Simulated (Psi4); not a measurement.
C5H12, triplet, at the geometry of the source list (a higher spin typed on purpose: for a closed-shell molecule this is an excited state), with bond 16-5 at 2.0 times its length. Base run: Psi4 with B3LYP/STO-3G.

Geometry (Å):
```xyz
17

C     -0.3472    -0.4563     1.4180
C      0.0000     0.0000     0.0000
C      0.1362     1.5232    -0.0265
C     -1.1106    -0.4294    -0.9600
C      1.3216    -0.6376    -0.4315
H     -1.2856    -0.0129     1.7441
H     -0.4485    -1.5387     1.4581
H      0.4318    -0.1600     2.1173
H      0.3833     1.8684    -1.0282
H     -0.7950     1.9964     0.2778
H      0.9224     1.8494     0.6510
H     -2.0606     0.0144    -0.6698
H     -1.2235    -1.5114    -0.9558
H     -0.8822    -0.1137    -1.9758
H      1.2454    -1.7228    -0.4193
H      2.9300    -0.0504     0.9111
H      1.5867    -0.3250    -1.4393
```
Charge 0, spin multiplicity 3.
Orbitals are unrestricted.
All else is at Psi4's defaults (density fitting).
Base energy -195.18512 Eh.

The base run was repeated with changes; each row names its change, and settings that it needs were set with it.

```csv
change,ΔE vs base (mEh),SCF cycles,grid points,basis functions
base,0.000,8,357927,37
dft_nuclear_scheme = becke,-0.007,8,355450,37
guess = sadno,0.000,8,357927,37
basis_guess = true,0.000,6,357927,37
guess = modhuckel,0.000,10,357927,37
soscf = true,0.000,5,357927,37
ints_tolerance = 1e-8,0.000,8,357927,37
scf_initial_accelerator = ediis,0.000,8,357927,37
dft_radial_scheme = multiexp,0.001,8,380549,37
dft_radial_points = 35,0.015,8,170204,37
guess = sapgau,0.000,10,357927,37
cholesky_tolerance = 1e-6 (with scf_type cd),1.505,8,357927,37
dft_radial_points = 50,-0.001,8,242236,37
```

Open shells are given as the SCF converged; they aren't shown to be the lowest states, and a large step between rows can be another state.
